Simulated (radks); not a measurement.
The numbers below are computed, except where a source is named.
Dipole-allowed excitations along the series with 36 electrons in [Kr]. Code: a radial shooting solver on a logarithmic mesh with Libxc functionals. Model: scalar-relativistic Kohn-Sham, LDA (Slater exchange, Perdew-Wang correlation), spin-polarised, spherical densities, finite nucleus; Fermi nuclear charge, rms radius of each element as measured or else 0.836 A^(1/3) + 0.57 fm. Time-dependent linear response with the Hartree and adiabatic LDA kernel, continuum included through the Sternheimer equations, no spin-orbit coupling, so fine structure and intercombination lines are absent. Lines are the poles of the dipole polarisability below minus the highest occupied eigenvalue, found on a grid refined at the orbital gaps; the lowest seven at most are given, and weak or close lines can be missed. The first line takes the name of the lowest orbital gap if no other gap lies below it; otherwise a line is named after a gap within 0.6 % of it, if that gap stands alone.

species	-e(HOMO) (eV)	lowest orbital gap (eV)	first line (eV)	f	static alpha (bohr^3)
In13+	332.00	4p-4d 69.538	86.915 (4p-4d)	4.63	0.5150
Sn14+	370.03	4p-4d 73.688	91.916 (4p-4d)	4.51	0.4485
Sb15+	409.88	4p-4d 77.871	96.936 (4p-4d)	4.39	0.3932
Te16+	451.55	4p-4d 82.094	101.98 (4p-4d)	4.29	0.3466
I17+	495.04	4p-4d 86.361	107.07 (4p-4d)	4.19	0.3071
Xe18+	540.35	4p-4d 90.678	112.19 (4p-4d)	4.10	0.2734
